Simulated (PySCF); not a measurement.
Computed IR spectrum (relative IR intensity) of a molecule C3H6GeO. Geometry: TPSSh-D3(BJ)/def2-SVP. Other conformers were not sampled. All values below come from PySCF 2.14.0 with TPSSh-D3(BJ)/def2-SVP. Frequencies are harmonic and unscaled.

Lines under 2 % of the strongest are left out, and lines within 2 cm⁻¹ are merged.

ν (cm⁻¹): 325 (vw), 444 (w), 622 (m), 636 (w), 667 (m), 714 (w), 740 (m), 854 (vs), 863 (m), 890 (m), 961 (w), 1101 (vs), 1396 (m), 2140 (vs), 2208 (m), 2963 (m), 2997 (w), 3473 (m) (against the strongest line: vs over 80 %, s over 45 %, m over 15 %, w over 4 %, vw less)

Question: Identify the compound among the candidates.
A. O=[C]1C[CH2][GeH2]1
B. C#CC[O][GeH3]
C. [CH3][Ge@H]1[CH]=C[O]1
D. [GeH3][C@@H]1C=CO1

Answer: B, C#CC[O][GeH3]
